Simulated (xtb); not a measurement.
H$_{3}$N, charge +1, doublet, geometry from GFN2-xTB (a state made from the parent by changing its charge; the spin is typed, not shown lowest), atoms displaced at random by about 0.05 Å a coordinate. Base run: GFN2-xTB run with xtb.

xtb was given this input:
```
$ xtb mol.xyz --gfn 2 --chrg 1 --uhf 1 --opt --json

# file mol.xyz
4

N     -0.02307294    -0.03444493     0.02228051
H     -0.61012036    -0.82773239    -0.02321719
H     -0.43352278     0.91561124    -0.04050327
H      0.97440830    -0.17131747     0.01316825
```

The base run was repeated with changes; each row names its change, and settings that it needs were set with it.

```tsv
change	ΔE vs base (kJ/mol)	optimiser steps
base	0.00	6
alpb = ch2cl2	-286.4	6
opt level = vtight	0.00	9
engine = lbfgs	0.00	-
opt level = lax	0.01	5
opt level = sloppy	0.01	5
opt level = loose	0.01	5
opt level = crude	0.04	4
alpb = cs2	-227.9	6
opt level = tight	0.00	7
```
